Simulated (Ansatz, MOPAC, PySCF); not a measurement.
Molecule: HSiO2, charge 0, multiplicity 2. SMILES: [O][Si]O
Structure (B3LYP-D3(BJ)/def2-TZVP (Ansatz, a first-principles code) minimum search):
```
Si
O 1 1.5275
O 1 1.6395 2 124.53
H 3 0.9641 1 118.29 2 -180.00
```
Charge 0, spin multiplicity 2.

Unscaled harmonic wavenumbers (cm⁻¹) in rising order, each level at the stationary point that it reaches from this structure (no distance between atoms moves by over 0.3 Å); the order of modes can differ between levels, and a negative number is imaginary. B3LYP-D3(BJ)/def2-TZVP (PySCF, at the structure above): 299, 356, 775, 839, 1189, 3824.

AM1 (MOPAC): 211, 282, 850, 927, 1216, 3596. Zero-point energy 10.1 against 10.4 kcal/mol; where all levels lie over 400 cm⁻¹, the wavenumbers are on average 1.042 times those of B3LYP-D3(BJ)/def2-TZVP.

B3LYP/6-31G* (Ansatz): 297, 333, 809, 830, 1167, 3769. Zero-point energy 10.3 against 10.4 kcal/mol; where all levels lie over 400 cm⁻¹, the wavenumbers are on average 1.000 times those of B3LYP-D3(BJ)/def2-TZVP.
